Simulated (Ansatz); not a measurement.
singlet silylene (H2Si), singlet, at a GFN2-xTB geometry, atoms displaced at random by about 0.03 Å a coordinate; Ansatz (a program for electronic structure) with HF/def2-TZVP, gradient.

Ansatz was given this input:
Ansatz 0.2 input:
```yaml
crystal:
  periodic: [false, false, false]
  atoms:
    - {symbol: Si, position_ang: [-0.03944741, -0.02524431, 0.08953288]}
    - {symbol: H, position_ang: [0.01692968, 1.13073038, -0.82840663]}
    - {symbol: H, position_ang: [0.05900234, -1.09391726, -0.87015551]}
basis:
  gaussian:
    orbitals: def2-TZVP
hamiltonian:
  xc: hf
output: {forces: true}
```

Predict the main parts of the log of this Ansatz run.


```
Functional definition: HF
396 factors; their error is unknown
mean field evaluation 1: about -7891.4237 eV, gradient 7.8e0 eV
mean field evaluation 2: about -7891.7470 eV, gradient 2.3e0 eV
mean field evaluation 4: about -7891.7854 eV, gradient 1.2e-1 eV
mean field evaluation 8: about -7891.9352 eV, gradient 5.0e-5 eV
mean field -7891.93521057 eV, -290.0232696426 hartree, gradient 1.4e-5 eV, S^2 0.000000; 0 other end points of the search recorded, 0 dependent functions left out
the calculation of the forces begins
reference -7891.93521057 eV, -290.0232696426 hartree; 8, 8 occupied and 41, 41 virtual orbitals, 396 factors
Total energy: -7891.93521057 eV, -290.0232696426 hartree
Atom 0 at    -0.039447    -0.025244     0.089533 Å, force    -0.151434     0.531876     1.707866 eV/Å
Atom 1 at     0.016930     1.130730    -0.828407 Å, force     0.044817     0.232178    -0.586620 eV/Å
Atom 2 at     0.059002    -1.093917    -0.870156 Å, force     0.106617    -0.764054    -1.121246 eV/Å
Dipole moment:     0.011210    -0.010366    -0.132466 e Å
```
